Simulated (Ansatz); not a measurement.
Compare A (`C=N/C([SiH3])=C\O`) with its isomer B (`N=CC(O)=C[SiH3]`).

Isolated molecules relaxed with PBE0-D4/def2-TZVP in Ansatz; ΔE leaves out vibrations. CBS: MP2 limit from def2 TZ/QZ plus the TZ coupled-cluster correction, frozen cores. DFT in def2-TZVPP. One conformer a species, not always the lowest.

A:

```xyz
13

C     2.0278    0.2314    0.7699
N     0.8100    0.2527    1.0988
C    -0.1871    0.0362    0.1387
Si   -1.5135    1.3342    0.0058
C    -0.3066   -1.1011   -0.5605
O     0.5776   -2.1245   -0.4645
H     2.7817    0.3807    1.5416
H     2.3714    0.0758   -0.2580
H    -2.4921    0.8881   -1.0229
H    -0.9342    2.6397   -0.4110
H    -2.2068    1.5332    1.3049
H    -1.1603   -1.2573   -1.2130
H     0.2321   -2.8891   -0.9297
```

B:

Z-matrix (Å, degrees):
```
Si
C 1 1.860
H 1 1.487 2 111.3
H 1 1.486 2 108.5 3 119.6
H 1 1.486 2 110.6 3 -120.7
C 2 1.339 1 123.6 3 65.2
H 2 1.085 1 120.5 3 -114.1
C 6 1.472 2 121.5 1 -179.6
O 6 1.351 2 120.2 1 -1.6
N 8 1.267 6 128.2 2 170.7
H 8 1.091 6 114.0 2 -9.2
H 9 0.963 6 110.1 2 163.9
H 10 1.023 8 112.8 6 -2.2
```

Task: Which isomer does CCSD(T)/CBS put lower? Give the gap. (An estimate is asked.)

Result: The calculation gave: B, by 47.8 kJ/mol.

Task: Give E(B) − E(A) in kJ/mol with MP2/def2-TZVPP, B2PLYP, CCSD/def2-TZVPP, PBE0-D4, r2SCAN-D4, PBE-D4, ωB97M-V. (An estimate is asked.)

Result: The calculation gave: MP2/def2-TZVPP -48.3, B2PLYP -47.7, CCSD/def2-TZVPP -48.1, PBE0-D4 -47.7, r2SCAN-D4 -51.7, PBE-D4 -47.0, ωB97M-V -47.1. None reverses the order clearly.

Largest T1 diagnostic: 0.013.
